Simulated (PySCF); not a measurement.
The dipole of `CC(=O)O[SiH2]CC1CC1` from its density and from atomic charges.

Coordinates (GFN2-xTB, Å) and charges (e) from the PBE0/pcSseg-1 density (PySCF):

| atom | x | y | z | Mulliken | IAO | Hirshfeld | ESP-fitted |
| --- | --- | --- | --- | --- | --- | --- | --- |
| C1 | 4.131 | 0.277 | 0.794 | -0.2360 | -0.4742 | -0.1213 | -0.7091 |
| C2 | 3.055 | -0.336 | -0.059 | +0.3970 | +0.5383 | +0.2225 | +0.9473 |
| O3 | 3.225 | -1.219 | -0.855 | -0.4053 | -0.4570 | -0.2567 | -0.5911 |
| O4 | 1.862 | 0.202 | 0.157 | -0.5792 | -0.5917 | -0.1910 | -0.5516 |
| Si5 | 0.517 | -0.335 | -0.669 | +0.8185 | +0.9901 | +0.3986 | +0.7274 |
| C6 | -0.840 | 0.788 | 0.031 | -0.4359 | -0.5470 | -0.1584 | -0.6947 |
| C7 | -2.183 | 0.445 | -0.559 | -0.3440 | -0.1283 | -0.0396 | +0.0550 |
| C8 | -2.987 | -0.674 | 0.024 | -0.1944 | -0.3006 | -0.0926 | -0.3358 |
| C9 | -3.443 | 0.745 | 0.195 | -0.1837 | -0.2954 | -0.0916 | -0.3447 |
| H10 | 5.093 | -0.165 | 0.555 | +0.1392 | +0.1688 | +0.0552 | +0.1875 |
| H11 | 4.158 | 1.351 | 0.623 | +0.1418 | +0.1709 | +0.0571 | +0.1957 |
| H12 | 3.894 | 0.109 | 1.842 | +0.1429 | +0.1716 | +0.0581 | +0.1952 |
| H13 | 0.729 | -0.126 | -2.099 | -0.0901 | -0.1358 | -0.0770 | -0.1214 |
| H14 | 0.303 | -1.744 | -0.353 | -0.0853 | -0.1345 | -0.0764 | -0.1276 |
| H15 | -0.891 | 0.693 | 1.117 | +0.1289 | +0.1462 | +0.0439 | +0.2435 |
| H16 | -0.612 | 1.837 | -0.177 | +0.1517 | +0.1521 | +0.0425 | +0.2018 |
| H17 | -2.221 | 0.558 | -1.636 | +0.1277 | +0.1391 | +0.0434 | +0.1214 |
| H18 | -2.586 | -1.184 | 0.886 | +0.1250 | +0.1441 | +0.0450 | +0.1626 |
| H19 | -3.545 | -1.317 | -0.639 | +0.1298 | +0.1495 | +0.0467 | +0.1408 |
| H20 | -3.355 | 1.190 | 1.174 | +0.1237 | +0.1449 | +0.0455 | +0.1511 |
| H21 | -4.313 | 1.074 | -0.353 | +0.1278 | +0.1489 | +0.0464 | +0.1469 |

Question: Form Σ q r in debye for every column and set it beside the full dipole.

Answer: The full density gives (-0.96, 1.70, 1.38) D, 2.39 D in size; dipole vectors point from the negative to the positive end.

```csv
scheme,μx,μy,μz,size (D),share of the full size (%),angle to the full dipole (°)
Mulliken,0.61,0.72,1.54,1.81,76,50
IAO,-0.91,0.89,0.60,1.40,59,17
Hirshfeld,-0.57,1.07,0.91,1.52,63,2
ESP-fitted,-1.00,1.71,1.39,2.42,101,1
```

Question: Which set comes closest?

Answer: Length of the difference vector: ESP-fitted 0.04 D, Hirshfeld 0.88 D, IAO 1.13 D, Mulliken 1.86 D. Closest: ESP-fitted. 

Question: What is left for the Hirshfeld atoms' own dipoles?

Answer: The shares of the density sum to the whole, so what Σ q r misses lies in dipoles about the nuclei. The atomic dipoles sum to (-0.96, 1.70, 1.38) − (-0.57, 1.07, 0.91) = (-0.39, 0.63, 0.47) D, 0.88 D in size.

Question: With the origin at the mean of the coordinates, (0.000, 0.103, 0.000) Å, which are the largest single terms, by size, of the IAO dipole along the direction of the full one?

Answer: O3 +5.99, Si5 -4.30, C2 -4.07, C9 -2.77, C1 +2.46 D; all 21 atoms together +1.34 D. The single terms depend on the origin, their sum doesn't.

Question: Give the size of the full dipole in other units.

Answer: 2.39 D = 0.941 au = 0.498 e·Å = 7.98 × 10⁻³⁰ C·m.

Geometry: GFN2-xTB, one conformer, isolated molecule.

Conformer computed: `[CH3:1][C:2](=[O:3])[O:4][SiH2:5][CH2:6][CH:7]1[CH2:8][CH2:9]1`: C1–C2–O4–Si5 -179°, C2–O4–Si5–C6 -179°, O4–Si5–C6–C7 -178°, Si5–C6–C7–C8 83°.
